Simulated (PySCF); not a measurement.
Computed shifts of a molecule C2H10O2Si2, PBE/pcSseg-1 in PySCF, GIAO, gas phase, atoms alike by connectivity averaged where their shifts nearly agree, in ppm (number of nuclei): ¹³C: 71.2 (1), 20.8 (1). ²⁹Si: -17.7 (1), -32.3 (1). ¹H: 5.40 (1), 5.27 (3), 5.11 (1), 3.63 (1), 1.74 (3), 1.69 (1). References: ¹³C against TMS (σ = 182.0 ppm); ¹⁷O against H2O (σ = 334.3 ppm); ²⁹Si against TMS (σ = 335.4 ppm); ¹H against TMS (σ = 31.49 ppm), references at their B3LYP-D3(BJ)/def2-TZVP geometries, non-relativistic. Coordinates come from a ωB97X-D3(BJ)/def2-SVP optimisation. The values are those of a single conformer.

Task: Which structure fits?
(A) CO[SiH2][Si@H](C)O
(B) O[C@H]([SiH3])[C@@H](O)[SiH3]
(C) CO[SiH]([SiH3])OC
(D) C[C@@H](O[SiH3])[SiH2]O

Result: D, C[C@@H](O[SiH3])[SiH2]O
